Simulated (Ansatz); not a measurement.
Computed with Ansatz on PBE0-D4/def2-TZVP structures; ΔE is electronic, products minus reactants. CCSD(T)/CBS is the MP2 limit (def2-TZVPP, def2-QZVPP) plus CCSD(T) − MP2 in def2-TZVPP, frozen cores. DFT in def2-TZVPP. def2 core potentials past Kr. For Br, Hf outer-core shells are correlated without core-valence functions, which leaves a few kJ/mol of doubt a bond. Scalar relativity is left out up to krypton. Each species was taken in one conformer, which may not be the lowest.

Consider the formal exchange of groups at the Hf–C bond: `[F][Hf]([F])([Cl])[c]1ccccc1` + `CBr` → `[CH3][Hf]([F])([F])[Cl]` + `Brc1ccccc1`.

| level | ΔE (kJ/mol) |
| --- | --- |
| revPBE-D4 | -10.2 |
| r2SCANh-D4 | -11.9 |

Task: What does CCSD(T)/CBS give? (An estimate is asked.)

Result: Ansatz gave: -6.2 kJ/mol. The listed levels differ from it by -4.0, -5.7 kJ/mol.

Largest T1 diagnostic among the species: 0.015.

From BLYP to BHLYP (50 % exact exchange), in def2-TZVPP and without D4, ΔE moves by +4.0 kJ/mol. At CCSD(T), def2-SVP lies +12.7 kJ/mol from the extrapolated value and def2-TZVPP +3.5 kJ/mol. In def2-TZVPP, CCSD(T) changes the Hartree–Fock value by −5.6 kJ/mol (the triples alone add +0.2 kJ/mol) and MP2 by −8.9 kJ/mol.
